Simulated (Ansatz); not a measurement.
```yaml
crystal:
  periodic: [false, false, false]
  atoms:
    - {symbol: I, position_ang: [0.000056, 0.000032, -0.000121]}
    - {symbol: Cl, position_ang: [-0.018726, -0.023697, 2.581633]}
    - {symbol: Cl, position_ang: [0.018670, 0.023664, -2.581512]}
basis:
  gaussian: {orbitals: x2c-TZVPPall, final_grid: {core_spheres: 1, valence_spheres: 1, degree: 3}}
total_charge: -1
hamiltonian: {xc: {name: PBE}}
scf: {lower_state_search: full}
```

```sh
$ ansatz run in.yaml --threads 2 --pin off --events-out ev --progress --plain --max-ram 4352MiB
```

Shortened log:

```
Functional definition: PBE
1085 factors; their error is unknown
mean field evaluation 1: about -218734.8180 eV, gradient 2.0e1 eV
mean field evaluation 2: about -218732.9745 eV, gradient 3.4e1 eV
mean field evaluation 4: about -218735.7324 eV, gradient 1.1e0 eV
mean field evaluation 8: about -219035.8988 eV, gradient 3.4e2 eV
mean field evaluation 16: about -219302.3410 eV, gradient 1.7e1 eV
mean field evaluation 32: about -219336.8481 eV, gradient 6.8e0 eV
mean field evaluation 64: about -219335.5872 eV, gradient 1.2e-3 eV
a density is far from that of the atoms, so the factors are made again for it
1297 factors; integrals over basis functions are off by at most 6.3e-5 eV
mean field evaluation 96: about -219298.1195 eV, gradient 3.3e1 eV
mean field evaluation 128: about -219337.7760 eV, gradient 1.3e0 eV
mean field evaluation 160: about -219337.9675 eV, gradient 1.0e-2 eV
mean field evaluation 192: about -219335.7073 eV, gradient 9.9e0 eV
mean field -219338.01626566 eV, -8060.5234251158 hartree, gradient 2.0e-5 eV, S^2 0.000000; 6 other end points of the search recorded, 0 dependent functions left out
reference -219338.01626568 eV, -8060.5234251165 hartree; 44, 44 occupied and 100, 100 virtual orbitals, 1297 factors
Total energy: -219338.01626568 eV, -8060.5234251165 hartree
Relativity: scalar
```

In this input the integration grid is far too coarse. The run converged. The result belongs to that input, not to the species as meant.

DK, ANO-RCC and x2c sets are all-electron and run with scalar relativity unless a key says otherwise. The highest occupied level of an anion often lies above zero with these methods, and sets without diffuse functions describe the outer electron poorly.
